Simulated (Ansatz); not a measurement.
Stepwise reaction of `[F][Al]([F])[O][SiH3]` with ammonia, as a gas-phase model of exchange steps in deposition or etching. ΔE in kJ/mol.

Computed with Ansatz on PBE0-D4/def2-TZVP structures; ΔE is electronic, products minus reactants. CCSD(T)/CBS is the MP2 limit (def2-TZVPP, def2-QZVPP) plus CCSD(T) − MP2 in def2-TZVPP, frozen cores. This one scheme is used for every species. DFT in def2-TZVPP. B3LYP here is the variant with VWN-RPA as its local correlation; programs differ in this. Each species was taken in one conformer, which may not be the lowest.

```tsv
step	reaction	PBE-D4	B3LYP-D4	ωB97M-V	CCSD(T)/CBS
2	`[NH2][Al]([F])[O][SiH3]` + NH₃ → `[NH2][Al]([NH2])[O][SiH3]` + H–F	97.4	101.5	100.6	98.5
```

Problem. Give the row of step 1, `[F][Al]([F])[O][SiH3]` + NH₃ → `[NH2][Al]([F])[O][SiH3]` + H–F. (Estimate.)

Solution. The calculation gave: 
```json
{"step": "1", "reaction": "`[F][Al]([F])[O][SiH3]` + NH₃ → `[NH2][Al]([F])[O][SiH3]` + H–F", "PBE-D4": "80.6", "B3LYP-D4": "85.0", "ωB97M-V": "83.9", "CCSD(T)/CBS": "84.0"}
```

Problem. By hand: ΔE of the 2 steps together at CCSD(T)/CBS.

Solution. (84.0) + (98.5) = 182.5 kJ/mol, or 91.2 kJ/mol a step.

In ΔE each step is higher than the one before. All are uphill at CCSD(T)/CBS. PBE-D4 differs from CCSD(T)/CBS by -3.4 to -1.1 kJ/mol a step. Isolated molecules leave out the surface, adducts and barriers. Largest T1 diagnostic: 0.012.
